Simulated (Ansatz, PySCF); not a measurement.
Br3HSi. Atoms are numbered in the order given.

```xyz
5

Si     0.0000     0.0000    -0.6210
Br    -1.8196    -1.0505     0.1028
Br     0.0000     2.1011     0.1028
Br     1.8196    -1.0505     0.1028
H      0.0000     0.0000    -2.0975
```
Charge 0, spin multiplicity 1.

Coordinates come from a B3LYP-D3(BJ)/def2-SVP optimisation.

Vertical ionisation energy (IE) and electron affinity (EA) in eV. Rows of orbital energies are one-electron estimates. Where ΔSCF, EOM or ADC give a negative EA the extra electron is unbound and the value depends on the basis.

```tsv
level	IE	EA
−ε(HOMO), −ε(LUMO), r2SCAN/def2-TZVP (PySCF)	(withheld)	(withheld)
−ε(HOMO), −ε(LUMO), PBE/def2-TZVP (PySCF)	7.32	2.17
ΔSCF, PBE0/def2-SVPD (Ansatz), final states of multiplicity 2 and 2	10.53	-0.04
ΔSCF, PBE/def2-SVPD (Ansatz), final states of multiplicity 2 and 2	10.03	0.10
```

**Question.** Fill in the missing entries. (An estimate is asked for; the answer gives what the named calculation found.)

**Answer.** 
- −ε(HOMO), −ε(LUMO), r2SCAN/def2-TZVP (PySCF), IE: 7.67
- −ε(HOMO), −ε(LUMO), r2SCAN/def2-TZVP (PySCF), EA: 1.90

**Question.** What vertical singlet–triplet gap does ΔSCF give with PBE0/def2-SVPD (Ansatz, an electronic-structure program) and with PBE/def2-SVPD (Ansatz)? (Estimate from the structure and the level; the computed values follow.)

**Answer.** 5.59 and 5.04 eV (triplet above singlet where positive).
